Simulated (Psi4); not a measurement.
Approach curve of the dimer N2 ··· BCl3 (SMILES N#N and ClB(Cl)Cl). Monomers: optimised at B3LYP-D3(BJ) (def2-TZVP), held rigid. Orientation: lowest of the rigid-body minima from ten starts at GFN2-xTB. Only R, the distance of the centres of mass, is varied, so the lowest point isn't the relaxed dimer.

Level of theory: SAPT0/jun-cc-pVDZ, frozen core in Psi4.

Components in kcal/mol:

```
R / Å  electrostatics  exchange  induction  dispersion  total
-----  --------------  --------  ---------  ----------  -----
2.68           -12.39     36.67      -6.10       -7.85  10.33
2.85            -7.61     22.32      -3.43       -5.77   5.50
3.07            -4.06     11.54      -1.64       -3.93   1.91
3.28            -2.26      6.06      -0.82       -2.76   0.21
3.50            -1.26      3.04      -0.40       -1.93  -0.55
3.65            -0.86      1.88      -0.25       -1.52  -0.74
3.98            -0.41      0.65      -0.09       -0.92  -0.76
4.30            -0.22      0.22      -0.03       -0.58  -0.61
4.81            -0.10      0.04      -0.01       -0.29  -0.36
5.50            -0.05      0.00       0.00       -0.13  -0.18
6.48            -0.02      0.00       0.00       -0.05  -0.07
7.76            -0.01      0.00       0.00       -0.02  -0.02
```
